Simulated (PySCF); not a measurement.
Job for PySCF: R-BP86/6-31G* on CH4OSi (SMILES CO[SiH]), a point of a torsion scan.

```python
from pyscf import gto, scf, dft, mp
from pyscf.data.elements import chemcore

mol = gto.M(
    atom='''
    C    -0.78876392   -0.18535348    0.04911780
    O     0.05022318    0.81560629   -0.44280543
    Si    1.30062746    0.83500822   -1.47532204
    H    -0.53455313   -1.16754481   -0.36131316
    H    -1.82182561    0.05395504   -0.21535090
    H    -0.70012861   -0.22122120    1.13783999
    H     1.39516010   -0.61492099   -1.84819333
    ''',
    basis='6-31g*',
    cart=True,
    charge=0, spin=0, verbose=3, max_memory=1800)
mf = dft.RKS(mol, xc='b88,p86')
mf.conv_tol = 1e-8
mf.max_cycle = 100
mf.kernel()
if not mf.converged:
    mf = mf.newton().run(mf.mo_coeff, mf.mo_occ)
```

The log:

```
converged SCF energy = -405.20127713993
```

The calculation finished and met its thresholds.

Cost: around 8 core-seconds (rough).
